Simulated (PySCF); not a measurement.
# Computed data sheet: 3-methylanisole (`COc1cccc(C)c1`)

Compound: 3-methylanisole, C₈H₁₀O.
Bonds: C1–O2, O2–C3, C3–C4 (aromatic), C4–C5 (aromatic), C5–C6 (aromatic), C6–C7 (aromatic), C7–C8, C7–C9 (aromatic), C3–C9 (aromatic). Hydrogens: H10, H11, H12 on C1; H13 on C4; H14 on C5; H15 on C6; H16, H17, H18 on C8; H19 on C9.

Some functional groups and rings: benzene ring and ether.

**GFN2-xTB geometry**

| Item | Value |
| --- | --- |
| Rotational constants A, B, C of the GFN2-xTB geometry | 3.574, 1.129, 0.867 GHz |

From PBE0/pcSseg-1 ground state and GIAO shieldings, non-relativistic (PySCF):

| Property | Result |
| --- | --- |
| Dipole moment | 0.99 D |
| HOMO energy | -6.35 eV |
| LUMO energy | -0.04 eV |
| HOMO–LUMO gap | 6.31 eV |
| Lowest Hirshfeld atomic charge | -0.12 e on C8 |
| Highest Hirshfeld atomic charge | +0.07 e on C3 |
| 13C chemical shifts (computed TMS as zero) by class | 167.0 (C3), 145.0 (C7), 134.6 (C5), 126.0 (C6), 123.5 (C9), 109.3 (C4), 55.6 (C1), 24.0 (C8) ppm |
| 1H chemical shifts (computed TMS as zero) by class | 7.48 (H14), 7.09 (H19), 7.00 (H15), 6.57 (H13), 3.90 (H10/H11/H12), 2.46 (H16/H17/H18) ppm |
| Isotropic shieldings of nuclei other than C and H, by class | 232 (O2) ppm |
| Mayer bond orders between heavy atoms | C1–O2 0.92, O2–C3 1.00, C3–C4 1.37, C4–C5 1.43, C5–C6 1.47, C6–C7 1.38, C7–C8 1.07, C7–C9 1.43, C9–C3 1.39 |

Monoisotopic mass (most abundant isotopes): 122.0732 u.

The rotational constants make it an asymmetric top with κ = (2B − A − C)/(A − C) = -0.81, nearer the prolate limit (−1). In atomic units the dipole is 0.39 e·bohr (1 au = 2.5417 D). With B = h/(8π²I), that is 505.379 GHz u Å² over I, the principal moments of inertia are 141.4, 447.5 and 582.6 u Å² (most abundant isotopes).

The structure is a single GFN2-xTB conformer in the gas phase; no vibrational or solvent corrections. NMR classes are plain means over equivalent atoms (diastereotopic ones count apart unless rotation or inversion swaps them), as if these changed places fast; in this geometry the members of some classes differ.

Shape of the structure used: `[CH3:1][O:2][c:3]1[cH:4][cH:5][cH:6][c:7]([CH3:8])[cH:9]1`: C1–O2–C3–C4 0°.
